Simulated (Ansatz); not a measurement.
Cartesian coordinates in Å:
```
C 1.019 -1.846 -0.937
C 0.332 -0.715 -0.360
N -0.214 0.182 0.097
Au -1.125 1.717 0.877
O -2.113 3.204 1.635
H 0.678 -2.006 -1.961
H 2.094 -1.659 -0.945
H 0.818 -2.743 -0.349
H -1.489 3.866 1.943
```

Total charge 0; spin multiplicity 1. Au takes the def2 core potential.

List the r2SCAN/def2-TZVPP orbital energies in eV (Ansatz). (Estimate.)

The calculation gave: Occupied: -514.19, -387.38, -275.63, -275.33, -111.61, -62.62, -61.98, -61.96, -25.58, -23.88, -21.33, -14.89, -13.42, -12.81, -12.81, -10.73, -10.35, -10.19, -8.04, -7.97, -7.14, -7.14, -6.69, -5.99, -5.16. Lowest empty: -1.28, -1.21, 0.06, 0.65, 1.00, 1.03, 2.26, 2.64.
